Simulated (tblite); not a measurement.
Input of a run (GFN2-xTB geometry optimisation, gas phase (tblite 0.8.0)), started from a force field or distance geometry:
```
{"job": {"kind": "relax", "xc": "GFN2-xTB", "basis": "xTB"}, "charge": 0, "multiplicity": 1}
C     -2.010300     0.520800    -0.578200
C     -2.008900    -0.454600     0.562300
P     -0.401700    -1.364800     0.784800
C      1.033600    -0.399400     0.181000
C      1.662700     0.570200     0.921300
C      2.712800     1.136200     0.251100
S      3.015100     0.454500    -1.408500
C      1.612900    -0.597900    -1.040900
H     -3.016300     1.029400    -0.579300
H     -1.888000     0.014100    -1.547400
H     -1.286500     1.330800    -0.428500
H     -2.188400     0.132600     1.498000
H     -2.856500    -1.161100     0.415400
H     -0.433800    -2.705800     0.241500
H      1.336300     0.870100     1.927000
H      3.374700     1.929600     0.616800
H      1.335400    -1.292700    -1.826100
```

Output (eV, eV/Å):
```
step      E/eV     max force
  0    -629.16585    3.508
  1    -629.64203    2.356
  2    -629.90378    1.257
  3    -630.02012    1.018
  4    -630.12757    0.858
  5    -630.17164    0.720
  6    -630.22203    0.567
  7    -630.26053    0.564
  8    -630.29639    0.513
  9    -630.31925    0.475
 10    -630.33242    0.328
 11    -630.34553    0.283
 12    -630.36022    0.351
 13    -630.37474    0.370
 14    -630.38701    0.270
 15    -630.39627    0.220
 16    -630.40330    0.232
 17    -630.41041    0.240
 18    -630.41884    0.224
 19    -630.42774    0.210
 20    -630.43556    0.240
 21    -630.44123    0.215
 22    -630.44489    0.127
 23    -630.44745    0.104
 24    -630.44917    0.085
 25    -630.45028    0.091
 26    -630.45125    0.091
 27    -630.45252    0.085
 28    -630.45428    0.108
 29    -630.45632    0.105
 30    -630.45825    0.107
 31    -630.46008    0.105
 32    -630.46210    0.104
 33    -630.46443    0.117
 34    -630.46687    0.116
 35    -630.46937    0.112
 36    -630.47221    0.125
 37    -630.47588    0.155
 38    -630.47999    0.152
 39    -630.48286    0.114
 40    -630.48438    0.093
 41    -630.48546    0.082
 42    -630.48643    0.070
 43    -630.48736    0.067
 44    -630.48806    0.052
 45    -630.48850    0.060
 46    -630.48885    0.044
 47    -630.48919    0.045
 48    -630.48957    0.050
 49    -630.48998    0.062
 50    -630.49051    0.059
 51    -630.49121    0.064
 52    -630.49200    0.067
 53    -630.49273    0.067
 54    -630.49336    0.072
 55    -630.49388    0.053
 56    -630.49425    0.053
 57    -630.49449    0.050
 58    -630.49469    0.043
 59    -630.49494    0.034
 60    -630.49525    0.039
 61    -630.49556    0.040
 62    -630.49582    0.042
 63    -630.49607    0.039
 64    -630.49642    0.052
 65    -630.49698    0.066
 66    -630.49777    0.076
 67    -630.49868    0.078
 68    -630.49959    0.067
 69    -630.50031    0.068
 70    -630.50103    0.062
 71    -630.50157    0.047
 72    -630.50208    0.043
 73    -630.50248    0.048
 74    -630.50284    0.047
 75    -630.50315    0.036
 76    -630.50334    0.028
 77    -630.50346    0.038
 78    -630.50358    0.032
 79    -630.50370    0.026
 80    -630.50379    0.020
 81    -630.50385    0.022
 82    -630.50390    0.020
 83    -630.50395    0.019
 84    -630.50403    0.026
 85    -630.50412    0.028
 86    -630.50421    0.027
 87    -630.50429    0.024
 88    -630.50438    0.028
 89    -630.50450    0.029
 90    -630.50465    0.029
 91    -630.50477    0.024
 92    -630.50485    0.022
 93    -630.50494    0.026
 94    -630.50505    0.030
 95    -630.50515    0.023
 96    -630.50521    0.023
 97    -630.50527    0.020
 98    -630.50536    0.023
 99    -630.50549    0.033
100    -630.50563    0.027
101    -630.50572    0.015
102    -630.50575    0.013
103    -630.50576    0.011
104    -630.50577    0.009
```

Summarise the run.

The energy falls by 30.9 kcal/mol over 104 L-BFGS steps, the largest force on an atom goes from 3.51 to 0.009 eV/Å, and the atoms move by 0.391 Å rms after alignment. The bond that changes most is C6–S7 (aromatic CH next to a ring sulfur to thiophene-type sulfur), which shortens by 0.098 Å. Bonds longer at the end by more than 0.005 Å: 3 of 17; shorter: 14. Among the angles that change most is C4–P3–H14, from 112.5° to 94.5°. Among the dihedrals that turn most is C1–C2–P3–H14, from -101° to -44°. The energy never rose by more than 1e-5 eV on the way. The first step brought 36 % of the lowering.

What are the final bond lengths?

C1–C2 1.522 Å, C2–P3 1.866 Å, P3–C4 1.820 Å, C4–C5 1.422 Å, C5–C6 1.354 Å, C6–S7 1.721 Å, S7–C8 1.719 Å, C4–C8 1.361 Å, C1–H9 1.089 Å, C1–H10 1.089 Å, C1–H11 1.089 Å, C2–H12 1.094 Å, C2–H13 1.094 Å, P3–H14 1.401 Å, C5–H15 1.076 Å, C6–H16 1.072 Å, C8–H17 1.072 Å. Numbering counts from 1 in the input's order; the species is `CCPc1ccsc1`.

Its GFN2-xTB frequencies are all real (lowest 34 cm⁻¹). One conformer, not necessarily the lowest.

These are computed values.
